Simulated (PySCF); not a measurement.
H₃BF₂O₂SSi (SMILES OB(O)S[SiH](F)F), singlet, at a GFN2-xTB geometry, with bond 3-1 at 2.4 times its length; CASSCF(8,8)/STO-3G (PySCF).

Input for PySCF:
```python
from pyscf import gto, scf, mcscf
import numpy

mol = gto.M(
    atom='''
Si   -1.396706   -0.088080    0.142042
F    -2.536000    0.251016   -0.910977
F    -0.851278    3.343850    1.834618
S     0.334464   -0.723468   -0.886903
B     1.730878   -0.183296    0.199097
O     1.677448    0.822391    1.085571
O     2.861480   -0.876663    0.025650
H    -1.927256   -0.949518    1.165272
H     0.896302    1.365485    1.181794
H     3.616596   -0.592871    0.542797
''',
    basis='sto-3g',
    charge=0,
    spin=0,
    verbose=4,
)

mf = scf.RHF(mol)
mf.kernel()
mc = mcscf.CASSCF(mf, 8, 8)
mc.fix_spin_(ss=0.0)
mc.kernel()
occ = numpy.linalg.eigvalsh(mc.fcisolver.make_rdm1(mc.ci, mc.ncas, mc.nelecas))[::-1]
ss = mc.fcisolver.spin_square(mc.ci, mc.ncas, mc.nelecas)[0]
print('natural occupations', occ.round(4), ' <S^2>', round(ss, 4))
```

It wrote (shortened):

```
PySCF version 2.14.0

[INPUT] verbose = 4
[INPUT] num. atoms = 10
[INPUT] num. electrons = 72
[INPUT] charge = 0
[INPUT] spin (= nelec alpha-beta = 2S) = 0
[INPUT] symmetry False subgroup None
[INPUT] Mole.unit = angstrom
[INPUT] Symbol           X                Y                Z      unit          X                Y                Z       unit  Magmom
[...]
nuclear repulsion = 410.898821759288
number of shells = 28
number of NR pGTOs = 138
number of NR cGTOs = 46
basis = sto-3g
ecp = {}

******** <class 'pyscf.scf.hf.RHF'> ********
method = RHF
initial guess = minao
damping factor = 0
level_shift factor = 0
DIIS = <class 'pyscf.scf.diis.CDIIS'>
diis_start_cycle = 1
diis_space = 8
diis_damp = 0
SCF conv_tol = 1e-09
SCF conv_tol_grad = None
SCF max_cycles = 50
direct_scf = True
direct_scf_tol = 1e-13
Set gradient conv threshold to 3.16228e-05
Initial guess from minao.
init E= -1048.70683266954
[...]
cycle= 1 E= -1048.12152901416  delta_E= 0.585  |g|=  0.7  |ddm|= 3.88

WARN: HOMO 0.188694365567001 == LUMO 0.189315778196616

cycle= 2 E= -1047.77742005775  delta_E= 0.344  |g|= 0.858  |ddm|= 3.73
[...]
cycle= 3 E= -1048.31995883253  delta_E= -0.543  |g|= 0.147  |ddm|= 3.52
[...]
cycle= 4 E= -1047.96619212971  delta_E= 0.354  |g|= 0.335  |ddm|= 3.39
[...]
cycle= 5 E= -1048.32895720541  delta_E= -0.363  |g|= 0.123  |ddm|= 3.38
[...]
cycle= 6 E= -1048.07633870833  delta_E= 0.253  |g|= 0.392  |ddm|= 3.21
[...]
cycle= 7 E= -1048.20086735105  delta_E= -0.125  |g|= 0.448  |ddm|= 0.56
[...]
cycle= 8 E= -1048.11412584237  delta_E= 0.0867  |g|= 0.433  |ddm|= 0.362
[...]
cycle= 9 E= -1048.06660998954  delta_E= 0.0475  |g|=  0.4  |ddm|= 0.252
[...]
cycle= 10 E= -1048.46149239482  delta_E= -0.395  |g|= 0.0615  |ddm|= 2.05
[...]
cycle= 11 E= -1048.44945559207  delta_E= 0.012  |g|= 0.141  |ddm|= 0.244
[...]
cycle= 12 E= -1048.46050516412  delta_E= -0.011  |g|= 0.0741  |ddm|= 0.195
[...]
cycle= 13 E= -1048.4471492433  delta_E= 0.0134  |g|= 0.153  |ddm|= 0.257
[...]
cycle= 14 E= -1048.4538581813  delta_E= -0.00671  |g|= 0.121  |ddm|= 0.0915
[...]
cycle= 15 E= -1048.46500277336  delta_E= -0.0111  |g|= 0.024  |ddm|= 0.281
[...]
cycle= 16 E= -1048.46579652134  delta_E= -0.000794  |g|= 0.00669  |ddm|= 0.108
[...]
cycle= 17 E= -1048.46539076473  delta_E= 0.000406  |g|= 0.0244  |ddm|= 0.0686
[...]
cycle= 18 E= -1048.46640696595  delta_E= -0.00102  |g|= 0.0204  |ddm|= 0.225
[...]
cycle= 19 E= -1048.46713107524  delta_E= -0.000724  |g|= 0.0238  |ddm|= 0.233
[...]
cycle= 20 E= -1048.46763418928  delta_E= -0.000503  |g|= 0.00754  |ddm|= 0.0886
[...]
cycle= 21 E= -1048.33186435479  delta_E= 0.136  |g|= 0.38  |ddm|= 1.47
[...]
cycle= 22 E= -1048.32771945608  delta_E= 0.00414  |g|= 0.384  |ddm|= 0.0218
[...]
cycle= 23 E= -1048.33528251726  delta_E= -0.00756  |g|= 0.377  |ddm|= 0.0353
[...]
cycle= 24 E= -1048.32080248627  delta_E= 0.0145  |g|= 0.39  |ddm|= 0.0747
[...]
cycle= 25 E= -1048.3534132152  delta_E= -0.0326  |g|= 0.357  |ddm|= 0.173
[...]
cycle= 26 E= -1048.40924020712  delta_E= -0.0558  |g|= 0.27  |ddm|= 0.333
[...]
cycle= 27 E= -1048.46837032618  delta_E= -0.0591  |g|= 0.00532  |ddm|= 0.932
[...]
cycle= 28 E= -1048.43130206518  delta_E= 0.0371  |g|= 0.218  |ddm|= 0.981
[...]
cycle= 29 E= -1048.46851900888  delta_E= -0.0372  |g|= 0.0137  |ddm|= 0.928
[...]
cycle= 30 E= -1048.42422842974  delta_E= 0.0443  |g|= 0.238  |ddm|= 1.08
[...]
cycle= 31 E= -1048.4422318179  delta_E= -0.018  |g|= 0.186  |ddm|= 0.172
[...]
cycle= 32 E= -1048.45076998948  delta_E= -0.00854  |g|= 0.155  |ddm|= 0.0885
[...]
cycle= 33 E= -1048.4614158566  delta_E= -0.0106  |g|= 0.104  |ddm|= 0.153
[...]
cycle= 34 E= -1048.47002843704  delta_E= -0.00861  |g|= 0.00517  |ddm|= 0.301
[...]
cycle= 35 E= -1048.46801320309  delta_E= 0.00202  |g|= 0.0551  |ddm|= 0.446
[...]
cycle= 36 E= -1048.46748529031  delta_E= 0.000528  |g|= 0.0619  |ddm|=  0.1
[...]
cycle= 37 E= -1048.45994357993  delta_E= 0.00754  |g|= 0.114  |ddm|= 0.157
[...]
[...]
converged SCF energy = -1048.47071249302
CASCI E = -1048.71824752602  S^2 = 0.0000000
[...]
               |grad[o]|=0.00245  |grad[c]|=0.0034  |ddm|=0.00284  |maxRot[o]|=0.0698
macro iter  33 (  7 JK    2 micro), CASSCF E = -1048.75281822910  dE = -2.43779059e-04  S^2 = 0.0000000
               |grad[o]|=0.00198  |grad[c]|=0.000814  |ddm|=0.00226  |maxRot[o]|=0.0698
macro iter  34 (  7 JK    2 micro), CASSCF E = -1048.75294517563  dE = -1.26946531e-04  S^2 = 0.0000000
               |grad[o]|=0.00129  |grad[c]|=0.00296  |ddm|=0.00189  |maxRot[o]|=0.0688
macro iter  35 ( 21 JK    4 micro), CASSCF E = -1048.75288915449  dE =  5.60211406e-05  S^2 = 0.0000000
               |grad[o]|=0.000793  |grad[c]|=0.00384  |ddm|=0.00183  |maxRot[o]|=0.0627
macro iter  36 ( 21 JK    4 micro), CASSCF E = -1048.75292397826  dE = -3.48237688e-05  S^2 = 0.0000000
               |grad[o]|=0.00268  |grad[c]|=0.00187  |ddm|=0.000756  |maxRot[o]|= 0.03
macro iter  37 ( 21 JK    4 micro), CASSCF E = -1048.75293400577  dE = -1.00275049e-05  S^2 = 0.0000000
               |grad[o]|=0.000723  |grad[c]|=0.0035  |ddm|=0.00141  |maxRot[o]|=0.0569
macro iter  38 (  7 JK    2 micro), CASSCF E = -1048.75299221881  dE = -5.82130453e-05  S^2 = 0.0000000
               |grad[o]|=0.000811  |grad[c]|=0.00293  |ddm|=0.00127  |maxRot[o]|=0.0498
macro iter  39 ( 21 JK    4 micro), CASSCF E = -1048.75301472262  dE = -2.25038029e-05  S^2 = 0.0000000
               |grad[o]|=0.000356  |grad[c]|=0.00189  |ddm|=0.00128  |maxRot[o]|=0.0726
macro iter  40 ( 21 JK    4 micro), CASSCF E = -1048.75312628720  dE = -1.11564585e-04  S^2 = 0.0000000
               |grad[o]|=0.000419  |grad[c]|=0.00512  |ddm|=0.00297  |maxRot[o]|=0.194
macro iter  41 ( 12 JK    3 micro), CASSCF E = -1048.75318191729  dE = -5.56300845e-05  S^2 = 0.0000000
               |grad[o]|=0.00112  |grad[c]|=0.0182  |ddm|=0.00639  |maxRot[o]|=0.107
macro iter  42 ( 21 JK    4 micro), CASSCF E = -1048.75310988320  dE =  7.20340888e-05  S^2 = 0.0000000
               |grad[o]|=0.00137  |grad[c]|=0.00248  |ddm|=0.00141  |maxRot[o]|=0.0915
macro iter  43 ( 21 JK    4 micro), CASSCF E = -1048.75313307908  dE = -2.31958818e-05  S^2 = 0.0000000
               |grad[o]|=0.00244  |grad[c]|=0.00085  |ddm|=0.000419  |maxRot[o]|=0.0145
macro iter  44 (  7 JK    2 micro), CASSCF E = -1048.75318110505  dE = -4.80259716e-05  S^2 = 0.0000000
               |grad[o]|=0.000909  |grad[c]|=0.000936  |ddm|=0.000609  |maxRot[o]|=0.038
macro iter  45 (  7 JK    2 micro), CASSCF E = -1048.75320031213  dE = -1.92070779e-05  S^2 = 0.0000000
               |grad[o]|=0.000684  |grad[c]|=0.00137  |ddm|=0.000347  |maxRot[o]|=0.0388
macro iter  46 ( 24 JK    4 micro), CASSCF E = -1048.75320361842  dE = -3.30629177e-06  S^2 = 0.0000000
               |grad[o]|=0.000412  |grad[c]|=0.000512  |ddm|=0.000238  |maxRot[o]|=0.0194
macro iter  47 ( 22 JK    4 micro), CASSCF E = -1048.75320371178  dE = -9.33621322e-08  S^2 = 0.0000000
               |grad[o]|=0.000909  |grad[c]|=0.00082  |ddm|=0.000576  |maxRot[o]|=0.0231
macro iter  48 ( 19 JK    4 micro), CASSCF E = -1048.75320006952  dE =  3.64226048e-06  S^2 = 0.0000000
               |grad[o]|=0.000892  |grad[c]|=0.000555  |ddm|=0.000262  |maxRot[o]|=0.0427
macro iter  49 ( 25 JK    4 micro), CASSCF E = -1048.75320606582  dE = -5.99629880e-06  S^2 = 0.0000000
               |grad[o]|=0.000336  |grad[c]|=0.000292  |ddm|=8.85e-05  |maxRot[o]|=0.0142
macro iter  50 (  6 JK    1 micro), CASSCF E = -1048.75320783620  dE = -1.77038305e-06  S^2 = 0.0000000
               |grad[o]|=0.000142  |grad[c]|=0.000372  |ddm|=6.15e-05  |maxRot[o]|=0.0125
1-step CASSCF not converged,  50 macro (753 JK 158 micro) steps
CASSCF canonicalization
Density matrix diagonal elements [1.97852653 1.00269031 1.97225377 1.64459668 1.35450225 0.02060507
 0.02145063 0.00537476]
CASSCF energy = -1048.75320783620
CASCI E = -1048.75320783620  E(CI) = -12.1453307448896  S^2 = 0.0000000
natural occupations [1.9969e+00 1.9802e+00 1.9764e+00 1.0040e+00 9.9790e-01 2.3300e-02
 1.9700e-02 1.6000e-03]  <S^2> 0.0
```

The run did not converge; its last values are not results.
